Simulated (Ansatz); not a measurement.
C8H21NSi⁺, that is SiHMe2(NiPr2) with one electron fewer. Total charge 1; doublet. Geometry r2SCAN-D4/def2-SVP, that of the neutral singlet; atoms count from 1.

```csv
atom,x (Å),y (Å),z (Å)
Si1,1.5373,0.4574,0.4210
H2,2.4193,0.4948,-0.7876
C3,1.5075,2.1690,1.2080
H4,1.1635,2.9277,0.4864
H5,2.5101,2.4631,1.5615
H6,0.8290,2.2014,2.0773
C7,2.2545,-0.7662,1.6613
H8,2.3459,-1.7701,1.2156
H9,1.6174,-0.8539,2.5576
H10,3.2558,-0.4498,1.9988
N11,-0.0536,-0.0297,-0.1110
C12,-1.1051,-0.1470,0.9032
C13,-2.2502,0.8498,0.6863
C14,-1.6224,-1.5827,1.0554
C15,-0.4156,-0.3328,-1.5000
C16,-0.2710,0.8872,-2.4161
C17,0.3489,-1.5426,-2.0484
H18,-0.6337,0.1214,1.8697
H19,-2.7882,0.6449,-0.2544
H20,-2.9861,0.7926,1.5052
H21,-1.8614,1.8791,0.6380
H22,-2.1229,-1.9286,0.1356
H23,-0.7901,-2.2719,1.2689
H24,-2.3550,-1.6555,1.8760
H25,-1.4867,-0.6056,-1.4963
H26,0.7827,1.2061,-2.4801
H27,-0.8592,1.7340,-2.0291
H28,-0.6150,0.6628,-3.4397
H29,0.0117,-1.8019,-3.0660
H30,1.4303,-1.3330,-2.0980
H31,0.2025,-2.4200,-1.3991
```

Question: Estimate the Mulliken populations of the heavy atoms from the PBE0/def2-TZVP orbitals of Ansatz.

Answer: 
```json
{"atom": "Si1", "charge (e)": "0.12", "spin (α − β)": "-0.04"}
{"atom": "C3", "charge (e)": "-0.44", "spin (α − β)": "0.06"}
{"atom": "C7", "charge (e)": "-0.44", "spin (α − β)": "0.06"}
{"atom": "N11", "charge (e)": "0.19", "spin (α − β)": "0.80"}
{"atom": "C12", "charge (e)": "-0.16", "spin (α − β)": "-0.05"}
{"atom": "C13", "charge (e)": "-0.36", "spin (α − β)": "0.05"}
{"atom": "C14", "charge (e)": "-0.36", "spin (α − β)": "0.05"}
{"atom": "C15", "charge (e)": "-0.15", "spin (α − β)": "-0.05"}
{"atom": "C16", "charge (e)": "-0.36", "spin (α − β)": "0.05"}
{"atom": "C17", "charge (e)": "-0.36", "spin (α − β)": "0.05"}
```
Mulliken values depend strongly on the basis.

Question: Where does the spin sit?

Answer: Summed by element: Si -0.04, H 0.02, C 0.22, N 0.80, of 1 unpaired in all. Largest on single atoms: N11 0.80, C3 0.06, C7 0.06.

Question: And the Mayer bond orders between heavy atoms (over 0.3)?

Answer: Si1–C3 1.02 (1.88 Å); Si1–C7 1.02 (1.88 Å); Si1–N11 0.87 (1.75 Å); N11–C12 0.90 (1.47 Å); N11–C15 0.87 (1.47 Å); C12–C13 0.99 (1.53 Å); C12–C14 0.99 (1.53 Å); C15–C16 0.98 (1.53 Å); C15–C17 0.98 (1.53 Å).
